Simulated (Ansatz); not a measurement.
Cartesian coordinates (Å):
```xyz
10

C      2.0544     0.3713    -0.3112
N      0.9395    -0.0912    -0.0166
B     -0.2828    -0.5954     0.3046
C     -1.6229     0.0712    -0.1925
H      2.5517     1.1163     0.3164
H      2.5894     0.0526    -1.2103
H     -0.2894    -1.5779     0.9890
H     -2.2435     0.3503     0.6645
H     -2.2106    -0.6508    -0.7677
H     -1.4699     0.9581    -0.8088
```
Charge 0, multiplicity 1.

Calculation: Ansatz (a program for electronic structure) with frozen-core CCSD(T)/cc-pVTZ // B3LYP-D3(BJ)/def2-TZVP.

```json
{
 "HF energy": "-158.42473 Ha",
 "MP2 correlation energy": "-0.64227 Ha"
}
```

Question: Estimate the CCSD correlation energy, the (T) correction, the total energy and the T1 diagnostic.

Answer: 
The CCSD correlation energy is -0.67847 Ha and the (T) correction comes out as -0.02928 Ha. The CCSD(T) total energy is -159.13248 Ha and the T1 diagnostic is 0.014.
